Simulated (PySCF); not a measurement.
Tc (SMILES [Tc]), sextet (core potentials on Tc); B3LYP/def2-TZVP run with PySCF.

PySCF was given this input:
```python
from pyscf import gto, scf, dft

mol = gto.M(
    atom='''
Tc    0.00000000    0.00000000    0.00000000
''',
    basis='def2-tzvp',
    ecp={'Tc': 'def2-tzvp'},
    spin=5,
    verbose=4,
)

mf = dft.UKS(mol)
mf.xc = 'b3lyp'
mf.kernel()
```

What the program printed (banner, timings and long lists left out):

```
PySCF version 2.14.0

[INPUT] verbose = 4
[INPUT] num. atoms = 1
[INPUT] num. electrons = 15
[INPUT] charge = 0
[INPUT] spin (= nelec alpha-beta = 2S) = 5
[INPUT] symmetry False subgroup None
[INPUT] Mole.unit = angstrom
[INPUT] Symbol           X                Y                Z      unit          X                Y                Z       unit  Magmom
[INPUT]  1 Tc     0.000000000000   0.000000000000   0.000000000000 AA    0.000000000000   0.000000000000   0.000000000000 Bohr   0.0

nuclear repulsion = 0
number of shells = 14
number of NR pGTOs = 60
number of NR cGTOs = 40
basis = def2-tzvp
ecp = {'Tc': 'def2-tzvp'}

******** <class 'pyscf.dft.uks.UKS'> ********
method = UKS
initial guess = minao
damping factor = 0
level_shift factor = 0
DIIS = <class 'pyscf.scf.diis.CDIIS'>
diis_start_cycle = 1
diis_space = 8
diis_damp = 0
SCF conv_tol = 1e-09
SCF conv_tol_grad = None
SCF max_cycles = 50
direct_scf = True
direct_scf_tol = 1e-13
number electrons alpha = 10  beta = 5
XC library pyscf.dft.libxc version 7.1.2
    S. Lehtola, C. Steigemann, M. J. T. Oliveira, and M. A. L. Marques,  SoftwareX 7, 1–5 (2018)
XC functionals = b3lyp
    P. J. Stephens, F. J. Devlin, C. F. Chabalowski, and M. J. Frisch,  J. Phys. Chem. 98, 11623 (1994)
radial grids:
    Treutler-Ahlrichs [JCP 102, 346 (1995); DOI:10.1063/1.469408] (M4) radial grids

becke partition: Becke, JCP 88, 2547 (1988); DOI:10.1063/1.454033
pruning grids: <function nwchem_prune>
grids dens level: 3
symmetrized grids: False
atomic radii adjust function: <function treutler_atomic_radii_adjust>
small_rho_cutoff = 0
Set gradient conv threshold to 3.16228e-05
tot grids = 22176
init E= -73.7184194434076

cycle= 1 E= -80.6530262220307  delta_E= -6.93  |g|= 0.417  |ddm|= 2.82
cycle= 2 E= -80.4884164717479  delta_E= 0.165  |g|= 0.718  |ddm|=  1.5
cycle= 3 E= -80.7201618271269  delta_E= -0.232  |g|= 0.0986  |ddm|= 1.29
cycle= 4 E= -80.7256091373994  delta_E= -0.00545  |g|= 0.0058  |ddm|= 0.187
cycle= 5 E= -80.7257386321311  delta_E= -0.000129  |g|= 0.00258  |ddm|= 0.0342
cycle= 6 E= -80.7259003204935  delta_E= -0.000162  |g|= 0.00356  |ddm|= 0.0365
cycle= 7 E= -80.7255438779878  delta_E= 0.000356  |g|= 0.00179  |ddm|= 0.119
cycle= 8 E= -80.7255352230325  delta_E= 8.65e-06  |g|= 0.000794  |ddm|= 0.0232
cycle= 9 E= -80.7255362758751  delta_E= -1.05e-06  |g|= 0.00028  |ddm|= 0.00221
cycle= 10 E= -80.7255367474274  delta_E= -4.72e-07  |g|= 0.000252  |ddm|= 0.00131
cycle= 11 E= -80.7255412090866  delta_E= -4.46e-06  |g|= 0.000143  |ddm|= 0.0174
cycle= 12 E= -80.7255418020947  delta_E= -5.93e-07  |g|= 8.25e-05  |ddm|= 0.00773
cycle= 13 E= -80.7255417874391  delta_E= 1.47e-08  |g|= 9.24e-05  |ddm|= 0.00129
cycle= 14 E= -80.7255418185765  delta_E= -3.11e-08  |g|= 4.36e-05  |ddm|= 0.00102
cycle= 15 E= -80.7255418429864  delta_E= -2.44e-08  |g|= 2.94e-05  |ddm|= 0.000504
cycle= 16 E= -80.7255418771193  delta_E= -3.41e-08  |g|= 2.92e-05  |ddm|= 0.000505
cycle= 17 E= -80.7255422082612  delta_E= -3.31e-07  |g|= 2.83e-05  |ddm|= 0.005
cycle= 18 E= -80.7255424466013  delta_E= -2.38e-07  |g|= 2.77e-05  |ddm|= 0.00379
cycle= 19 E= -80.7255426543983  delta_E= -2.08e-07  |g|= 2.67e-05  |ddm|= 0.00344
cycle= 20 E= -80.7255429231164  delta_E= -2.69e-07  |g|= 2.83e-05  |ddm|= 0.00471
cycle= 21 E= -80.7255429605493  delta_E= -3.74e-08  |g|= 3.04e-05  |ddm|= 0.000728
cycle= 22 E= -80.7255429136242  delta_E= 4.69e-08  |g|= 2.78e-05  |ddm|= 0.000912
cycle= 23 E= -80.725542869997  delta_E= 4.36e-08  |g|= 2.68e-05  |ddm|= 0.000799
cycle= 24 E= -80.7255433085931  delta_E= -4.39e-07  |g|= 8.28e-05  |ddm|= 0.00942
cycle= 25 E= -80.7255430236892  delta_E= 2.85e-07  |g|= 4.06e-05  |ddm|= 0.00627
cycle= 26 E= -80.7255427656193  delta_E= 2.58e-07  |g|= 2.65e-05  |ddm|= 0.00498
cycle= 27 E= -80.7255427633334  delta_E= 2.29e-09  |g|= 2.66e-05  |ddm|= 4.3e-05
cycle= 28 E= -80.7255428130096  delta_E= -4.97e-08  |g|= 2.66e-05  |ddm|= 0.000846
cycle= 29 E= -80.7255431300781  delta_E= -3.17e-07  |g|= 2.77e-05  |ddm|= 0.00549
cycle= 30 E= -80.7255432446075  delta_E= -1.15e-07  |g|= 2.53e-05  |ddm|= 0.00207
cycle= 31 E= -80.7255434767415  delta_E= -2.32e-07  |g|= 2.56e-05  |ddm|= 0.00433
cycle= 32 E= -80.7255435603634  delta_E= -8.36e-08  |g|= 2.45e-05  |ddm|= 0.00181
cycle= 33 E= -80.7255442818688  delta_E= -7.22e-07  |g|= 3.75e-05  |ddm|= 0.0139
cycle= 34 E= -80.7255441998619  delta_E= 8.2e-08  |g|= 3.24e-05  |ddm|= 0.0016
cycle= 35 E= -80.7255441326898  delta_E= 6.72e-08  |g|= 3.16e-05  |ddm|= 0.0013
cycle= 36 E= -80.7255445821839  delta_E= -4.49e-07  |g|= 6.27e-05  |ddm|= 0.00918
cycle= 37 E= -80.7255447306956  delta_E= -1.49e-07  |g|= 0.000101  |ddm|= 0.0044
cycle= 38 E= -80.7255447362826  delta_E= -5.59e-09  |g|= 0.000102  |ddm|= 0.000141
cycle= 39 E= -80.7255437563592  delta_E= 9.8e-07  |g|= 2.43e-05  |ddm|= 0.0199
cycle= 40 E= -80.7255442488284  delta_E= -4.92e-07  |g|= 2.65e-05  |ddm|= 0.0102
cycle= 41 E= -80.7255438333385  delta_E= 4.15e-07  |g|= 2.64e-05  |ddm|= 0.00837
cycle= 42 E= -80.7255440727061  delta_E= -2.39e-07  |g|= 2.91e-05  |ddm|= 0.00503
cycle= 43 E= -80.7255440266765  delta_E= 4.6e-08  |g|= 3.94e-05  |ddm|= 0.00104
cycle= 44 E= -80.7255437645193  delta_E= 2.62e-07  |g|= 2.41e-05  |ddm|= 0.00643
cycle= 45 E= -80.7255434523011  delta_E= 3.12e-07  |g|= 2.74e-05  |ddm|= 0.0064
cycle= 46 E= -80.7255452886294  delta_E= -1.84e-06  |g|= 0.000232  |ddm|= 0.0439
cycle= 47 E= -80.7255449618492  delta_E= 3.27e-07  |g|= 0.000117  |ddm|= 0.00972
cycle= 48 E= -80.7255445437773  delta_E= 4.18e-07  |g|= 4.59e-05  |ddm|= 0.0124
cycle= 49 E= -80.725545282006  delta_E= -7.38e-07  |g|= 0.000222  |ddm|= 0.021
cycle= 50 E= -80.7255436993745  delta_E= 1.58e-06  |g|= 2.51e-05  |ddm|= 0.0384
SCF not converged.
SCF energy = -80.7255436993745 after 50 cycles  <S^2> = 8.7516361  2S+1 = 6.0005453
```

Convergence was not reached.
